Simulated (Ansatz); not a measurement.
`N#CN[SiH2]O` + `C[SiH](N)O` → `C[SiH](O)N[SiH2]O` + `N#CN`  (ligand exchange at the Si–N bond)

Isolated molecules relaxed with PBE0-D4/def2-TZVP in Ansatz; ΔE leaves out vibrations. CBS: MP2 limit from def2 TZ/QZ plus the TZ coupled-cluster correction, frozen cores. This one scheme is used for every species. DFT in def2-TZVPP. B3LYP here is the variant with VWN-RPA as its local correlation; programs differ in this. Each species was taken in one conformer, which may not be the lowest.

(1) Is it downhill or uphill in electronic energy at CCSD(T)/CBS, and by how much? (An estimate is asked.)

(2) What do these levels give: PBE-D4, r2SCAN-D4, PBE0-D4, B3LYP-D4, ωB97X-V, ωB97M-V, B2PLYP, B3LYP, HF/def2-TZVPP, HF/def2-QZVPP, MP2/def2-QZVPP, SCS-MP2/def2-QZVPP? (Estimate.)

Largest T1 diagnostic among the species: 0.014.

## Answers

(1) Computed: Downhill: ΔE = -0.08 eV.

(2) Ansatz gave: PBE-D4 -0.10, r2SCAN-D4 -0.11, PBE0-D4 -0.11, B3LYP-D4 -0.10, ωB97X-V -0.10, ωB97M-V -0.11, B2PLYP -0.05, B3LYP -0.03, HF/def2-TZVPP -0.03, HF/def2-QZVPP -0.02, MP2/def2-QZVPP -0.07, SCS-MP2/def2-QZVPP -0.06 eV.

In def2-TZVPP, CCSD(T) changes the Hartree–Fock value by −0.06 eV (the triples alone add −0.01 eV) and MP2 by −0.05 eV. The D4 term adds −0.07 eV with B3LYP and −0.04 eV with PBE0; it sums over pairs of atoms, weighted by their polarisabilities, and B3LYP, whose exchange is more repulsive, gets the larger term.
